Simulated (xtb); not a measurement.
NbF5, SMILES [F][Nb]([F])([F])([F])[F], multiplicity 1. All values are semi-empirical tight-binding results from xtb (GFN2-xTB unless named), good for trends rather than for accurate numbers. Geometry optimised at GFN2-xTB. The spin state was assumed, not searched. The isomer is the one that the SMILES or the coordinates give; other isomers of the formula were not compared.

For metal compounds this method's bond lengths and energies can be far off.

Computed properties:
* **point group as xtb finds it**: D3h
* **orbital gap**: 4.80 eV
* **zero-point energy**: 5.4 kcal/mol
* **G − E(el) at 298.15 K (modified RRHO)**: -14.3 kcal/mol
